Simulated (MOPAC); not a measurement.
Job for MOPAC: AM1 on Cl2H4Si (a complex).

```
AM1 1SCF PRECISE CHARGE=0 THREADS=1
Cl2H4Si

Cl     0.18137012 1     0.42715245 1    -0.08155604 1
H     -0.08917065 1    -0.45574490 1     0.81766539 1
Si     0.04128378 1     0.64051478 1     3.82265477 1
Cl    -0.40999953 1    -1.26877887 1     3.12522449 1
H     -0.05348074 1     0.60113517 1     5.29384472 1
H     -0.94354843 1     1.57546705 1     3.25148283 1
H      1.40952153 1     0.96991602 1     3.38698211 1
```

The log:

```
*******************************************************************************
 **                                                                           **
 **                              MOPAC v23.2.5                                **
 **                                                                           **
 *******************************************************************************
 ** MOPAC's Digital Object Identifier: https://doi.org/10.5281/zenodo.6511958 **
 **                                                                           **
 ** Please cite the open-source release paper for use of this MOPAC version:  **
 ** J. E. Moussa and J. J. P. Stewart (2026)                                  **
 ** MOPAC: An open-source semiempirical molecular orbital program             **
 ** J. Open Source Softw., 11(119), 8025, https://doi.org/10.21105/joss.08025 **
 *******************************************************************************

                              AM1 CALCULATION RESULTS

 *******************************************************************************
 *  AM1        - The AM1 Hamiltonian to be used
 *
 *
 *
 *                 CHARGE ON SYSTEM = 0
 *
 *
 *
 *  PRECISE    - TIGHTER CRITERIA TO BE USED
 *  1SCF       - DO 1 SCF AND THEN STOP
 *  THREADS=1  - MULTI-THREADING NOT USED
 *  T=         - A TIME OF 172800.0 SECONDS REQUESTED
 *  DUMP=N     - RESTART FILE WRITTEN EVERY 7200.0 SECONDS REQUESTED
 *******************************************************************************
AM1 1SCF PRECISE CHARGE=0 THREADS=1
 Cl2H4Si

   ATOM   CHEMICAL          X               Y               Z
  NUMBER   SYMBOL      (ANGSTROMS)     (ANGSTROMS)     (ANGSTROMS)

     1      Cl          0.18137012  *   0.42715245  *  -0.08155604  *
     2       H         -0.08917065  *  -0.45574490  *   0.81766539  *
     3      Si          0.04128378  *   0.64051478  *   3.82265477  *
     4      Cl         -0.40999953  *  -1.26877887  *   3.12522449  *
     5       H         -0.05348074  *   0.60113517  *   5.29384472  *
     6       H         -0.94354843  *   1.57546705  *   3.25148283  *
     7       H          1.40952153  *   0.96991602  *   3.38698211  *



          CARTESIAN COORDINATES

    NO.       ATOM           X           Y           Z

     1        Cl          0.1814      0.4272     -0.0816
     2         H         -0.0892     -0.4557      0.8177
     3        Si          0.0413      0.6405      3.8227
     4        Cl         -0.4100     -1.2688      3.1252
     5         H         -0.0535      0.6011      5.2938
     6         H         -0.9435      1.5755      3.2515
     7         H          1.4095      0.9699      3.3870

  H: (AM1): M.J.S. DEWAR ET AL, J. AM. CHEM. SOC. 107 3902-3909 (1985)
 Si: (AM1): M.J.S.DEWAR, C. JIE, ORGANOMETALLICS, 6, 1486-1490 (1987).
 Cl: (AM1): M.J.S. DEWAR AND E. G. ZOEBISCH, THEOCHEM, 180, 1 (1988).

           Empirical Formula: H4 Cl2 Si  =     7 atoms



      MOLECULAR POINT GROUP   :   Cs


      RHF CALCULATION, NO. OF DOUBLY OCCUPIED LEVELS = 11


 -------------------------------------------------------------------------------
 AM1 1SCF PRECISE CHARGE=0 THREADS=1
 Cl2H4Si



     1SCF WAS SPECIFIED, SO BFGS WAS NOT USED
     SCF FIELD WAS ACHIEVED


                              AM1 CALCULATION
                                                       MOPAC v23.2.5 Linux




          FINAL HEAT OF FORMATION =        -62.50163 KCAL/MOL =    -261.50682 KJ/MOL


          COSMO AREA              =        133.83 SQUARE ANGSTROMS
          COSMO VOLUME            =        123.75 CUBIC ANGSTROMS

          IONIZATION POTENTIAL    =         11.797874 EV
          HOMO LUMO ENERGIES (EV) =        -11.798 -0.731
          NO. OF FILLED LEVELS    =         11
          MOLECULAR WEIGHT        =        103.0231         POINT GROUP:  Cs

          MOLECULAR DIMENSIONS (Angstroms)

            Atom       Atom       Distance
            H     5   Cl     1     5.38334
           Cl     4    H     6     2.88654
           Cl     4    H     7     2.20625


          SCF CALCULATIONS        =          1





   ATOM   CHEMICAL          X               Y               Z
  NUMBER   SYMBOL      (ANGSTROMS)     (ANGSTROMS)     (ANGSTROMS)

     1      Cl          0.18137012  *   0.42715245  *  -0.08155604  *
     2       H         -0.08917065  *  -0.45574490  *   0.81766539  *
     3      Si          0.04128378  *   0.64051478  *   3.82265477  *
     4      Cl         -0.40999953  *  -1.26877887  *   3.12522449  *
     5       H         -0.05348074  *   0.60113517  *   5.29384472  *
     6       H         -0.94354843  *   1.57546705  *   3.25148283  *
     7       H          1.40952153  *   0.96991602  *   3.38698211  *

                             CARTESIAN COORDINATES

   1   Cl        0.181370120     0.427152450    -0.081556040
   2    H       -0.089170650    -0.455744900     0.817665390
   3   Si        0.041283780     0.640514780     3.822654770
   4   Cl       -0.409999530    -1.268778870     3.125224490
   5    H       -0.053480740     0.601135170     5.293844720
   6    H       -0.943548430     1.575467050     3.251482830
   7    H        1.409521530     0.969916020     3.386982110


           Empirical Formula: H4 Cl2 Si  =     7 atoms



      MOLECULAR POINT GROUP   :   Cs


                  EIGENVALUES
 -37.14375 -36.89190 -17.34348 -16.82373 -14.19308 -14.08092 -14.03330 -12.28273
 -12.26424 -11.81290 -11.79787  -0.73117   0.95010   0.96629   1.13514   1.97960


              NET ATOMIC CHARGES AND DIPOLE CONTRIBUTIONS

  ATOM NO.   TYPE          CHARGE      No. of ELECS.   s-Pop       p-Pop
    1         Cl          -0.186929        7.1869     1.98047     5.20646
    2          H           0.181134        0.8189     0.81887
    3         Si           0.790268        3.2097     0.86767     2.34206
    4         Cl          -0.314759        7.3148     1.97997     5.33479
    5          H          -0.158050        1.1580     1.15805
    6          H          -0.155810        1.1558     1.15581
    7          H          -0.155855        1.1559     1.15585
 DIPOLE           X         Y         Z       TOTAL
 POINT-CHG.     0.228     1.208     1.582     2.004
 HYBRID        -0.112    -0.403     0.190     0.460
 SUM            0.115     0.805     1.772     1.950


          ATOMIC ORBITAL ELECTRON POPULATIONS

     Atom    s        px        py        pz
    1 Cl   1.98047   1.96491   1.62538   1.61618
    2  H   0.81887
    3 Si   0.86767   0.83591   0.68144   0.82471
    4 Cl   1.97997   1.94899   1.48206   1.90374
    5  H   1.15805
    6  H   1.15581
    7  H   1.15585

 **********************
 *                    *
 * JOB ENDED NORMALLY *
 *                    *
 **********************




 == MOPAC DONE ==
```

The run finished.

Cost: about 0.05 core-seconds (a rough figure).
